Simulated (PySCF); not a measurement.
Computed shifts of a molecule C5H6O2, PBE/pcSseg-1 in PySCF, GIAO, gas phase, equivalent atoms averaged, in ppm (number of nuclei): ¹³C: 203.9 (1), 183.9 (1), 112.9 (1), 87.7 (1), 20.3 (1). ¹H: 8.36 (1), 5.87 (1), 4.33 (1), 1.65 (3). References: ¹³C against TMS (σ = 182.0 ppm); ¹⁷O against H2O (σ = 334.3 ppm); ¹H against TMS (σ = 31.49 ppm), references at their B3LYP-D3(BJ)/def2-TZVP geometries, non-relativistic. The structure is a stationary point at B3LYP-D3(BJ)/def2-SVP. The values are those of a single conformer.

Pick the molecule that these values belong to.
A. O=CC1CC(=O)C1
B. C=COC1=CCO1
C. C[C@H]1OC=CC1=O
D. C#CCCC(=O)O

C, C[C@H]1OC=CC1=O
